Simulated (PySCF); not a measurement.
C6H6O, SMILES C#CC1(C=O)CC1.

The structure is a stationary point at ωB97X-D3(BJ)/def2-SVP. The values are those of a single conformer.

These are PBE/def2-TZVP run with PySCF values and carry that method's errors.

The molecule is in vacuum.

```json
{
  "total_energy": "-307.09628 hartree",
  "point_group": "Cs",
  "highest_occupied_level": "-6.11 eV",
  "lowest_empty_level": "-2.19 eV",
  "orbital_gap": "3.92 eV",
  "dipole_moment": "2.07 D",
  "quadrupole, principal values (traceless, Buckingham form, about the centre of nuclear charge)": "-5.60, 0.54, 5.06 D·Å",
  "mean_static_polarisability": "71.2 bohr³ (10.55 Å³)",
  "polarisability_principal_values": "52.0, 67.3, 94.3 bohr³"
}
```
